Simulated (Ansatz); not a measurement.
`NC[SiH2]BF` + H₂ → `B[SiH2]CN` + H–F  (hydrogenolysis of a B–F bond)

Calculated with Ansatz (gas phase, PBE0-D4/def2-TZVP geometries, no zero-point term in ΔE). CCSD(T)/CBS adds triple-zeta CCSD(T) − MP2 to the extrapolated MP2 energy (def2 sets, frozen cores). This one scheme is used for every species. Functionals use def2-TZVPP. B3LYP here is the variant with VWN-RPA as its local correlation; programs differ in this. Each species was taken in one conformer, which may not be the lowest.

```csv
level,ΔE (kcal/mol)
PBE0-D4,28.5
ωB97X-V,29.5
ωB97M-V,29.8
r2SCAN,30.8
B3LYP,29.9
CCSD(T)/def2-TZVPP,28.4
HF/def2-QZVPP,27.1
SCS-MP2/def2-QZVPP,28.3
```

Task: What does CCSD(T)/CBS give? (Estimate.)

Result: Ansatz gave: +27.9 kcal/mol. The listed levels differ from it by 0.6, 1.6, 1.9, 2.9, 2.0, 0.5, -0.8, 0.4 kcal/mol.

Largest T1 diagnostic among the species: 0.012.

In def2-TZVPP, CCSD(T) changes the Hartree–Fock value by +1.3 kcal/mol (the triples alone add +0.8 kcal/mol) and MP2 by +1.7 kcal/mol. From PBE to PBE0 (25 % exact exchange), in def2-TZVPP and without D4, ΔE moves by −1.6 kcal/mol.
